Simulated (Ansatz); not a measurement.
A made-up structure of LiGaH$_{2}$, closed shell:

| atom | x (Å) | y (Å) | z (Å) |
| --- | --- | --- | --- |
| Li1 | -2.1848 | 0.8314 | -1.3069 |
| Ga2 | 0.1409 | -0.0531 | 0.0844 |
| H3 | 0.7688 | -1.7411 | 0.1726 |
| H4 | 1.2751 | 0.9628 | 1.0499 |

It is relaxed with PBE-D4/def2-SVP and then PBE0-D4/def2-TZVP (Ansatz 0.2.0). Atoms count as bonded within 1.22 times the sum of their covalent radii (H–H: 0.88 Å). The end point is not checked to be a true minimum.

Question: Does its bonding change? (A judgement: the text doesn't fix the answer.)

Answer: The calculation gives: No: no bond forms or breaks.

Where it ends: The first stage lowers the energy by 0.39 eV in 5 steps. It ends as LiGaH₂ ([Li][GaH2]):
```xyz
4
angstrom
Li -1.9506 0.7428 -1.1668
Ga 0.1256 -0.0478 0.0752
H 0.6869 -1.5548 0.1544
H 1.1381 0.8598 0.9372
```

Labels in which every atom is bracketed show which atoms are joined, not bond orders.

For scale, one of the runs: PBE0-D4/def2-TZVP relaxation, 74 basis functions, launched by `ansatz run in.yaml --threads 2 --pin off --events-out ev --progress --plain --max-ram 4352MiB`. The run took about 3.8 s on 2 CPU threads of an Arm Neoverse V2 (shared host).
